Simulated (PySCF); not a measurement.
SrF: energy against distance

Set-up: basis Sr def2-SVPD with ECP28, F def2-SVPD; scalar-relativistic core potentials; PySCF 2.14. Energies in eV from Sr + F in their ground configurations at the same level. State: ²Σ⁺ (doublet), unpaired electrons σ ↑.

All columns are PBE0. A positive dipole means Sr(−)F(+).

```csv
R (Å),E (eV),μ (D),Mulliken charge on Sr (basis-dependent),HOMO (eV),LUMO (eV),Mayer bond order,⟨S²⟩
1.822,-4.517,-1.99,0.56,-3.65,-1.62,0.71,0.75
1.907,-5.069,-2.46,0.61,-3.76,-1.70,0.64,0.75
1.992,-5.365,-2.93,0.65,-3.86,-1.78,0.59,0.75
2.055,-5.466,-3.29,0.68,-3.93,-1.84,0.55,0.75
2.119,-5.491,-3.64,0.70,-4.01,-1.90,0.51,0.75
2.183,-5.458,-4.00,0.72,-4.08,-1.96,0.48,0.75
2.267,-5.351,-4.48,0.74,-4.17,-2.04,0.45,0.75
2.373,-5.151,-5.09,0.77,-4.29,-2.14,0.41,0.75
2.500,-4.857,-5.83,0.79,-4.42,-2.26,0.38,0.75
2.670,-4.433,-6.81,0.82,-4.59,-2.43,0.33,0.75
```

A fit through these points gives, at Re = 2.112 Å, μ = -3.60 D and dμ/dR = -5.63 D/Å; the reduced mass is 15.62 u.

Task: How strong is the fundamental in the double-harmonic approximation, I = 42.26·(dμ/dR)²/μred km/mol?

Result: I = 42.26·(-5.63)²/15.62 = 85.8 km/mol at PBE0.

Spin–orbit coupling is left out. The state is the lowest determinant that a PBE0 search found; another state may lie lower at other levels.
